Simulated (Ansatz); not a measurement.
Wavefunction ladder for ClH6NO3Si2 (`O[SiH](O)N[SiH](O)Cl`)

```xyz
13

O     0.4348   -2.0248    1.2830
Si   -0.5547   -1.0536    0.4087
O    -1.0464    0.2106    1.3493
N     0.2328   -0.3189   -0.9129
Si    0.6694    1.3267   -1.1668
O    -0.3442    2.3109   -0.3713
Cl    2.6098    1.6437   -0.5427
H     0.1316   -2.9156    1.4614
H    -1.7120   -1.8714   -0.0274
H    -0.9597    0.0893    2.2963
H     0.6159   -0.9624   -1.5934
H     0.6590    1.6482   -2.6045
H    -0.7363    1.9174    0.4204
```

Charge 0, multiplicity 1. Geometry: relaxed with PBE0-D4/def2-TZVP. It is one conformer, not always the lowest. Frozen core, restricted reference, Ansatz 0.2.0. CBS rows extrapolate triple and quadruple zeta; past MP2 they add the triple-zeta difference.

```csv
basis,HF (Eh),MP2 corr.,CCSD corr.,(T),CCSD(T) total
def2-TZVPP,?,?,-1.39525,-0.05251,?
def2-QZVPP,?,-1.46760,–,–,–
CBS(def2),-1320.41754,-1.55219,?,as TZ,?
```

**Question.** Fill in the withheld values. (Estimate.)

**Answer.** The calculation gave: def2-TZVPP HF (Eh): -1320.36550; def2-TZVPP MP2 corr.: -1.35340; def2-TZVPP CCSD(T) total: -1321.81326; def2-QZVPP HF (Eh): -1320.41124; CBS(def2) CCSD corr.: -1.59403; CBS(def2) CCSD(T) total: -1322.06408.
